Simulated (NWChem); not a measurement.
System: C$_{2}$H$_{7}$S cation; SMILES C[SH+]C

Input file for NWChem:

```
start job
memory heap 200 mb stack 900 mb global 1100 mb
charge 1
geometry units angstroms noautosym nocenter noautoz
  C      0.543374     0.003381     1.436876
  S     -0.572183     0.045408     0.000000
  C      0.543374     0.003381    -1.436876
  H      1.282623    -0.813176     1.342752
  H     -0.096333    -0.126314     2.331196
  H      1.035242     0.994248     1.476077
  H     -0.977282    -1.265054     0.000000
  H      1.282623    -0.813176    -1.342752
  H     -0.096333    -0.126314    -2.331196
  H      1.035242     0.994248    -1.476077
end
basis spherical
  * library 6-31g*
end
dft
  xc pbe0
  iterations 150
end
cosmo
  dielec 20.7
end
task dft energy
```

Structure relaxed at the PBE-D3(BJ)/def2-SVP level.

Level: PBE0/6-31G* with COSMO at NWChem's default radii, gas-phase geometry; the question gives the dielectric constant. Reactions with the solvent are ignored.

What results follow from this input? (PBE0/6-31G* (spherical d), COSMO on the gas-phase geometry.) Quantities: electrostatic solvation energy (kcal/mol).


* **electrostatic solvation energy (kcal/mol)**: -60.5
